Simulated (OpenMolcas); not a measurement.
Pt6+ (d4) among equal point charges was computed by CASSCF with the d shell active (OpenMolcas, ANO-RCC-VDZP on the metal). Its lowest spin-free states, and all those of the highest spin:

```csv
2S+1,Degeneracy,E (cm-1)
5,2,0.0
5,2,9094
5,1,10684
3,2,22278
3,1,22420
3,1,22426
3,1,22560
3,2,22607
3,2,23218
3,2,26074
3,1,26860
3,2,26932
```

Problem. Is the site octahedral, tetrahedral or cube-like, axial, or of lower symmetry?

Solution. The states with 2S+1 = 5 have orbital degeneracies 2, 2, 1. There are pairs but no triples, so the site is axial: not cubic, but with a proper or improper axis of order three or more. The run had Pt6+ among 3 point charges of -1.5 e arranged as a planar triangle (D3h), 1.94 Å from the ion.

Spin-orbit coupling mixes the spin-free states strongly: the lowest level takes only 48 % from its leading state, 5E. Without dynamic correlation the repulsion within the d shell is too large (B by tens of per cent), so at a given field states of lower spin stand too high. Point charges give a weaker field than real ligands, and real ions of this kind are as a rule low spin; the high spin found here belongs to the model. Point charges carry no covalency, so the field is a model and not that of real ligands. No measured value stands beside these numbers.
